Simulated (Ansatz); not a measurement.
System: H2Se, charge 1, doublet. H2Se+ (parent SMILES [SeH2], doublet).
B3LYP-D3(BJ)/def2-TZVP minimum from Ansatz (a quantum-chemistry and plane-wave program):
```xyz
3

Se     0.0000     0.0576     0.0017
H     -1.0670    -0.9799    -0.0261
H      1.0674    -0.9793    -0.0317
```
Charge +1, spin multiplicity 2.

Total energies in aug-cc-pVDZ, 7 correlated electrons, 14 frozen orbitals. Radicals and triplets start from unrestricted determinants; spin-orbit coupling is neglected. Correlated methods leave the cores frozen (noble-gas shells, and filled d and f shells in the p block). No relativity. The spin of H2Se+ (parent SMILES [SeH2], doublet) was assumed, and the state is the lowest solution found for it.

| method | program | energy (Eh) | minus CCSDTQ (mEh) |
|---|---|---|---|
| HF | Ansatz | -2400.65210 | 134.11 |
| MP2 | Ansatz | -2400.75840 | 27.81 |
| CCSD | Ansatz | -2400.78250 | 3.71 |
| CCSD(T) | Ansatz | -2400.78550 | 0.70 |
| CCSDT(Q) | Ansatz | -2400.78619 | 0.02 |
| CCSDTQ | Ansatz | -2400.78621 | 0.00 |

Rough core times of Ansatz's runs on a shared machine: CCSD(T) under 20 s, CCSDT(Q) 50 s, CCSDTQ 10 min.
